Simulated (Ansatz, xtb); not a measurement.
Relative energy of two conformers of BH5O3Si

Structure I is `OB(O)O[SiH3]`, a singlet and structure II is `OB(O)O[SiH3]`, a singlet. Both are isolated molecules in the gas phase, relaxed with PBE0-D4/def2-SVP.

I (Å):

| atom | x (Å) | y (Å) | z (Å) |
| --- | --- | --- | --- |
| B | -0.7298 | -0.4150 | 0.2282 |
| O | -0.6399 | -1.5924 | 0.9074 |
| O | -1.7114 | -0.2343 | -0.7000 |
| O | 0.1733 | 0.5778 | 0.4882 |
| Si | 1.4469 | 0.5714 | 1.5762 |
| H | -1.3237 | -2.2156 | 0.6444 |
| H | -1.6560 | 0.6389 | -1.1002 |
| H | 2.1067 | 1.9015 | 1.4558 |
| H | 0.9516 | 0.3840 | 2.9707 |
| H | 2.4264 | -0.5018 | 1.2388 |

II (Å):

```xyz
10

B     0.4808   -0.2182   -1.1336
O    -0.6754   -0.0547   -1.8305
O     1.6000   -0.5219   -1.8382
O     0.5654   -0.0906    0.2384
Si   -0.4656    0.2460    1.4953
H    -1.4315    0.1596   -1.2777
H     2.3579   -0.6159   -1.2541
H    -1.8491    0.4786    0.9630
H    -0.4953   -0.9065    2.4378
H    -0.0041    1.4726    2.2024
```

Energies in hartree; the thermal terms are from PBE0-D4/def2-SVP harmonic frequencies (ideal gas, rigid rotor, one conformer each, 298.15 K, 1 atm) and include the zero-point energy:

```
                              I           II
E, CCSD(T)/def2-SVP  −541.831345  −541.824236
    E, MP2/def2-SVP  −541.777237  −541.770031
  E, MP2/def2-TZVPP  −542.391576  −542.386428
  zero-point energy     0.065114     0.064815
       H(298 K) − E     0.072757     0.072597
       G(298 K) − E     0.034227     0.033368
```

**Question.** Correct the CCSD(T) difference for the basis set by the MP2 change, then work out ΔE, ΔE₀, ΔH and ΔG for I → II in kcal/mol (1 Eh = 627.51 kcal/mol) and the equilibrium ratio [II]/[I].

**Answer.** 1. Differences II − I: CCSD(T) +0.007109, MP2 in the small set +0.007206, MP2 in the large set +0.005148 Eh.
2. ΔE = +0.007109 + (+0.005148 − (+0.007206)) = +0.005051 Eh = +3.17 kcal/mol.
3. ΔE₀ = ΔE + ΔZPE = +0.005051 + (−0.000299) Eh = +2.98 kcal/mol.
4. ΔH = ΔE + (−0.000160) Eh = +3.07 kcal/mol.
5. ΔG = ΔE + (−0.000859) Eh = +2.63 kcal/mol, so ΔS = (ΔH − ΔG)/T = +6.2 J/(mol K).
6. kT = 0.9442 mEh, so K = [II]/[I] = exp(−ΔG/kT) = exp(−4.44) ≈ 0.012.

Structure I is favoured at this temperature. An error of 1 kcal/mol in ΔG would change K by a factor of 5.4. Mirror images and further conformers aren't counted.

Other levels gave ΔE = +3.8 (PBE0-D4/def2-SVP); +4.7 (HF/def2-SVP); +4.5 (MP2/def2-SVP); +4.5 (CCSD(T)/def2-SVP) kcal/mol. The correlated steps freeze 9 core orbitals. Programs: Ansatz 0.2.0.
